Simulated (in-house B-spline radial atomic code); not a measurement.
Atomic self-consistent-field run: Yb III (Yb2+). Method: scalar-relativistic (X2C) PBE, spherical fractional occupations, Fermi nucleus of rms radius 5.3108 fm, inside a hard spherical wall at 1.35 bohr. Calculated with a B-spline radial code for spherical atoms.

Command:
```bash
python run_scf.py task.json out
```
Settings (nuclear radius in fm, mass in u):
```
Z                70
configuration    [Kr] 4d9 4f14 5s2 5p6 5f1
hamiltonian      x2c
method           pbe,pbe
spin_polarised   False
nucleus          fermi
rms_radius       5.3108
atomic_mass      173.93887
speed_of_light   137.035999084
wall_radius      1.35
```

Output (hartree, bohr):
```
 radial grid: 56 intervals, B-splines of order 8, outer radius 1.35 bohr

 iter        energy (Eh)    residual
    1      -13990.977219    4.84e-01
    2      -13991.863880    3.25e-01
    3      -13994.839899    2.81e-02
    4      -13994.842363    9.43e-03
    5      -13994.842705    2.12e-03
    6      -13994.842719    8.16e-05
    7      -13994.842719    4.15e-05
    8      -13994.842719    1.30e-06
    9      -13994.842719    1.01e-08

 total energy                    -13994.84272
 kinetic                           15826.4101
 electron-nucleus                 -35336.9180
 Hartree                            5822.8021
 exchange-correlation               -307.1369

 orbital      occ     eigenvalue          <r>       <r^2>       <1/r>       r_max
 1s         2.000     -2238.0006    0.0188942 0.000497804     87.6349     0.01146
 2s         2.000      -374.7722    0.0826047  0.00812769     20.3663     0.07044
 2p         6.000      -330.5653    0.0736524  0.00664142     17.4585     0.05703
 3s         2.000       -80.5538     0.216636   0.0537963     7.31855      0.1997
 3p         6.000       -67.1661     0.216032   0.0542234     6.53505      0.1966
 3d        10.000       -50.4037     0.196562   0.0453722     6.11653      0.1604
 4s         2.000       -12.6746     0.498258    0.280627     2.95477      0.4607
 4p         6.000        -8.3733     0.530642      0.3198     2.61925      0.4836
 4d         9.000        -2.5595     0.571988    0.374195      2.2916      0.5049
 4f        14.000         4.0436     0.621178    0.441086     1.91141      0.5142
 5s         2.000         3.4460     0.837498    0.771727     1.72442      0.9269
 5p         6.000         5.5508      0.83683    0.779638     1.71117      0.9558
 5f         1.000        12.3401     0.756123    0.683459     1.79911       1.006
```

Time taken, with all properties: 0.06 s on 1 thread of Intel(R) Xeon(R) 6975P-C (shared host).

One-electron X2C: radii and densities carry no picture-change correction, so inner-shell <1/r> comes out high (for 1s by about 2 % at Z = 33, 5 % at 54, 10 % at 75, 30 % at 118) and <r> low.
